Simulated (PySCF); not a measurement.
Two-component Hartree-Fock for Au²⁺ (gold, charge +2)

Start: [Xe] 4f14 5d9; 5d3/2 filled at m_j = -3/2, -1/2, +1/2, +3/2; 5d5/2 filled at m_j = -3/2, -1/2, +1/2, +3/2, +5/2. Calculated with PySCF 2.14 in x2c-SVPall-2c with one added diffuse shell each of s, d type (8s9p10d2f, 99 functions): generalised Hartree-Fock with the X2C-1e Hamiltonian and a Gaussian nucleus; one run each with spin-orbit coupling (SO) switched off, then screened by Boettger's factors. This is a chosen level, not necessarily the ground level.

```csv
spinor shell,electrons,"ε, spin-free (eV)","ε, screened SO (eV)",weight of nominal j (screened SO),"rms radius, screened SO (bohr)"
1s1/2,2,-81193.6,-81162.7,1.000,0.0191
2s1/2,2,-14496.0,-14486.3,1.000,0.0769
2p1/2,2,-12547.9,-13869.8,1.000,0.0651
2p3/2,4,-12547.9,-12028.4,1.000,0.0731
3s1/2,2,-3507.0,-3503.7,1.000,0.196
3p1/2,2,-2932.9,-3227.4,1.000,0.188
3p3/2,4,-2932.9,-2814.7,1.000,0.204
3d3/2,4,-2309.3,-2359.7,1.000,0.180
3d5/2,6,-2309.3,-2272.6,1.000,0.183
4s1/2,2,-815.25,-814.24,1.000,0.432
4p1/2,2,-623.77,-695.07,1.000,0.438
4p3/2,4,-623.77,-594.90,1.000,0.471
4d3/2,4,-388.64,-399.33,1.000,0.487
4d5/2,6,-388.64,-380.45,1.000,0.496
5s1/2,2,-149.49,-149.32,1.000,0.998
4f5/2,6,-125.62,-127.33,0.999,0.544
4f7/2,8,-125.62,-123.49,0.999,0.546
5p1/2,2,-96.192,-108.27,0.998,1.13
5p3/2,4,-96.192,-91.081,0.999,1.16
5d3/2,4,-33.755,-35.020,0.970,1.57
5d5/2,5,-33.755,-32.784,0.976,1.63
```

| quantity | spin-free | screened SO |
| --- | --- | --- |
| E (hartree) | -18995.49193 | -19024.64745 |
| M_J | 5/2 | 5/2 |
| ⟨J²⟩ | 8.793 | 8.811 |
| ⟨L²⟩ | 6.034 | 6.177 |
| ⟨S²⟩ | 0.759 | 0.897 |

Each row is a mean over spinors that exchange with the open shell spreads, by up to 4.667 eV (5p3/2).

⟨J²⟩ departs a little from M_J(M_J + 1) because the unrestricted spinors polarise the closed shells.

Breit and QED terms are absent; they matter most for the inner s and p1/2 levels.

Densities and radii are taken from the X2C orbitals without a picture-change correction, which distorts them close to the nucleus.

Without spin-orbit coupling the j labels of p, d and f shells carry no meaning; the spin-free column gives the mean over the occupied spinors of each nl shell.
